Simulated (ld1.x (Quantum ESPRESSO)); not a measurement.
LDA (PZ) TM semilocal dataset for nickel (Ni), scalar-relativistic all-electron reference.

```
Element                 : nickel (Ni)
Generator               : ld1.x (Quantum ESPRESSO) 7.5
Type                    : norm-conserving Troullier–Martins (semilocal form)
Functional              : LDA (PZ)
Relativity              : scalar-relativistic
Frozen core             : [Ar]
Valence charge          : 10
Reference configuration : 3d8 4s1.5 4p0 (charge +0.5)
Partial waves           : 4p (bound, empty): rc 2.88 bohr; 3d (bound): rc 1.12 bohr; 4s (bound): rc 1.96 bohr
Local potential         : the s channel
Core correction         : none
```

All-electron outer shells of the reference configuration (LDA (PZ), scalar-relativistic, ld1.x):

| shell | level (eV) | outermost node (bohr) | outermost maximum (bohr) |
| --- | --- | --- | --- |
| 3p | -75.65 | 0.27 | 0.65 |
| 3d | -13.50 | – | 0.63 |
| 4s | -9.56 | 0.92 | 2.15 |
| 4p | -4.40 | 1.00 | 2.84 |

Does the generator finish with these settings?

Yes, a potential is produced and its reference levels are reproduced.

Estimate the cutoffs (Ry, on a coarse ladder) from which the occupation-weighted sum of valence levels, in a spherical-Bessel basis at the reference potential, stays within 10 and 1 mRy of its value at 400 Ry.

180 Ry and 300 Ry.

Which valence shell sets the plane-wave cutoff?

3d: its level needs 180 Ry to come within 1 mRy, against 25 Ry for 4s.

Tests: 3d8 4s2 4p0; 3d8 4s1 4p0; 3d8 4s0 4p0; 3d7 4s2 4p1; 3d9 4s0 4p0; 3d7 4s0 4p0; 3d8 4s0 4p1. Which has the largest error in its energy relative to the reference configuration, and how large is it?

3d7 4s2 4p1, with -215 meV (all-electron minus pseudo) on +6.81 eV.
